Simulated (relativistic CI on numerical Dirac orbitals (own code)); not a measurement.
## Magnetism of Pr4+, 4f, in a crystal field

Calculated by Dirac-Coulomb-Breit CI, separate exchange-only KLI orbitals for each configuration, model QED, valence Slater integrals scaled by 0.7, one configuration in a parametric crystal field (own radial code).

Field parameters in Wybourne normalisation; cubic f-shell fields have B⁴₄ = √(5/14) B⁴₀ and B⁶₄ = −√(7/2) B⁶₀. The field is a parameter set, without covalency.

S is read from ⟨S²⟩ = S(S + 1).

Powder χT (cm³ K mol⁻¹) by Van Vleck's formula, with temperature-independent terms:

| Field | 2 K | 5 K | 10 K | 20 K | 50 K | 100 K | 200 K | 300 K |
| --- | --- | --- | --- | --- | --- | --- | --- | --- |
| D3d, B20 = 1770, B40 = -2560, B43 = 370, B60 = -610, B63 = 760, B66 = -20 cm⁻¹ | 0.533 | 0.534 | 0.536 | 0.54 | 0.551 | 0.569 | 0.605 | 0.642 |
| D3d, B20 = -1050, B40 = -920, B43 = 2700, B60 = 50, B63 = -530, B66 = -1040 cm⁻¹ | 0.131 | 0.134 | 0.139 | 0.149 | 0.178 | 0.228 | 0.327 | 0.422 |
| D3d, B20 = 3290, B40 = -2560, B43 = -2140, B60 = 390, B63 = 1000, B66 = 990 cm⁻¹ | 0.449 | 0.449 | 0.451 | 0.454 | 0.463 | 0.478 | 0.508 | 0.538 |
| D4h, B20 = -630, B40 = -1750, B44 = -1760, B60 = -130, B64 = -860 cm⁻¹ | 0.418 | 0.424 | 0.434 | 0.454 | 0.511 | 0.567 | 0.63 | 0.677 |
| Oh, B40 = 1060, B60 = 640 cm⁻¹ | 0.212 | 0.221 | 0.235 | 0.264 | 0.35 | 0.488 | 0.661 | 0.729 |
| Oh, B40 = -920, B60 = -580 cm⁻¹ | 0.462 | 0.467 | 0.475 | 0.491 | 0.539 | 0.614 | 0.705 | 0.748 |

Q: For Oh, B40 = 1060, B60 = 640 cm⁻¹: what effective moment follows at 300 K?

A: μ_eff = √(8χT) = 2.41 μB. The LS value g√(J(J + 1)) of the free ion's 2F°_5/2 level is 2.54 μB.
